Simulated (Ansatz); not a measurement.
Cost and result for the atomization energy of C2H5GaO2, SMILES `O=C(O)[CH2][GaH2]` (10 atoms, 9 bonds).

```
atom    x (Å)    y (Å)    z (Å)
  O1  -0.0513   0.1791  -2.2657
  C2  -0.0348   0.3440  -1.0827
  O3  -1.1825   0.7033  -0.3965
  C4   1.0348   0.1285  -0.0871
 Ga5  -0.0936  -0.7256   1.3409
  H6  -1.9049   0.7783  -1.0354
  H7   1.8756  -0.3997  -0.5270
  H8   1.3605   1.0886   0.3192
  H9  -0.2815   0.0313   2.6973
 H10  -0.7223  -2.1278   1.0370
```

Charge 0, multiplicity 1. Correlated methods include outer-core shells of Ga, which these sets cover unevenly. Scalar relativity is left out up to krypton. All single points use the PBE0-D4/def2-TZVP geometry. It is one conformer, not always the lowest. Program: Ansatz. All runs use 4 threads of an Arm Neoverse V2 on a shared host. Times are those of one run each, without the atoms' runs, and a repeat can differ threefold. Electronic energies, without spin–orbit coupling; frozen cores. CCSD(T)/CBS adds CCSD(T) − MP2 in def2-TZVPP to the MP2 limit, and its time is that of the two runs behind it. T1 = 0.015. With those shells the extrapolation isn't a true limit. B3LYP takes the VWN-RPA correlation (the form of Gaussian; ORCA's B3LYP/G).

CCSD(T)/CBS is a level of theory with its own doubt, some kJ/mol a heavy atom from the limit and from the frozen cores, so smaller differences don't rank the functionals.

```tsv
level	functions	wall time
LDA (SPW92)/def2-TZVPP	242	1.4 s
BLYP-D4/def2-TZVPP	242	2.2 s
revPBE-D4/def2-TZVPP	242	2.4 s
PBE0-D4/def2-TZVPP	242	3.5 s
CAM-B3LYP-D4/def2-TZVPP	242	4.1 s
B3LYP-D4/def2-TZVPP (with forces)	242	5.5 s
r2SCAN-D4/def2-TZVPP (with forces)	242	6 s
B2PLYP/def2-TZVPP	242	6.5 s
CCSD(T)/def2-SVP	113	10 s
ωB97M-V/def2-TZVPP (with forces)	242	13 s
MP2/def2-QZVPP	467	29 s
CCSD(T)/def2-TZVPP	242	4 min
CCSD(T)/CBS(def2)	–	4.5 min
```

(1) What atomization energy does each give, and how far from CCSD(T)/CBS? (Estimate.)

Results:

(1) Ansatz gave: 
```csv
level,atomization (kcal/mol),difference from CCSD(T)/CBS,per bond
LDA (SPW92)/def2-TZVPP,1040.4,151.2,16.8
BLYP-D4/def2-TZVPP,886.6,-2.6,-0.3
revPBE-D4/def2-TZVPP,886.7,-2.5,-0.3
PBE0-D4/def2-TZVPP,889.3,0.1,0.0
CAM-B3LYP-D4/def2-TZVPP,890.5,1.3,0.1
B3LYP-D4/def2-TZVPP (with forces),883.0,-6.2,-0.7
r2SCAN-D4/def2-TZVPP (with forces),894.7,5.5,0.6
B2PLYP/def2-TZVPP,877.5,-11.7,-1.3
CCSD(T)/def2-SVP,845.3,-43.9,-4.9
ωB97M-V/def2-TZVPP (with forces),890.0,0.8,0.1
MP2/def2-QZVPP,903.1,13.9,1.5
CCSD(T)/def2-TZVPP,868.0,-21.2,-2.4
CCSD(T)/CBS(def2),889.2,0.0,0.0
```

The D4 term adds +8.0 kcal/mol with B3LYP and +4.1 kcal/mol with PBE0; it sums over pairs of atoms, weighted by their polarisabilities, and B3LYP, whose exchange is more repulsive, gets the larger term. From PBE to PBE0 (25 % exact exchange), in def2-TZVPP and without D4, the atomization energy moves by −23.1 kcal/mol: exact exchange takes away binding that semilocal exchange gives to molecules. At CCSD(T), def2-SVP lies −44.0 kcal/mol from the extrapolated value and def2-TZVPP −21.2 kcal/mol: correlation converges slowly with the basis, and small sets miss more of it in the bonded molecule than in its fragments.
